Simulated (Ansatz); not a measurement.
The cluster W₆⁺ was relaxed with PBE-D4 (def2-SVP) in Ansatz in these states: charge +1 doublet, charge +1 quartet, charge +1 sextet. The geometries follow in no particular order.

In the def2 sets W takes a core potential; there is no spin–orbit coupling.

A:

```xyz
6

W    -1.4955    0.2215    0.1883
W     0.0037   -1.2353    1.3809
W    -0.1063    2.0360   -0.7022
W    -0.6394   -1.8638   -0.8759
W     1.0801   -0.1253   -1.0674
W     1.1574    0.9669    1.0762
```

B:

```xyz
6

W    -1.101   -0.793    0.940
W     0.107   -1.283   -1.288
W     0.266    1.189    1.587
W    -1.566    0.497   -1.142
W     0.820    1.158   -0.845
W     1.473   -0.767    0.747
```

C:

```xyz
6

W    -1.0340    0.8497    0.8072
W     1.3577    0.8324    0.9206
W    -1.5768    0.0517   -1.4586
W     0.1850   -1.1152    1.8272
W     0.3097   -1.4029   -0.6154
W     0.7585    0.7842   -1.4810
```

Judge from the bond lengths which geometry belongs to which state (an estimate).

A is the charge +1 doublet (W1–W5 2.886 Å, W2–W5 2.896 Å, W1–W6 2.895 Å); B is the charge +1 sextet (W1–W5 3.268 Å, W2–W5 2.581 Å, W1–W6 2.581 Å); C is the charge +1 quartet (W1–W5 2.984 Å, W2–W5 2.908 Å, W1–W6 2.907 Å).

At PBE0-D4/def2-TZVP a doublet lies 0.60 eV below the charge +1 sextet. At PBE0-D4/def2-TZVP a doublet lies 0.32 eV below the charge +1 quartet. These are the stationary points nearest to one start from a short search; other shapes may lie lower in each state.
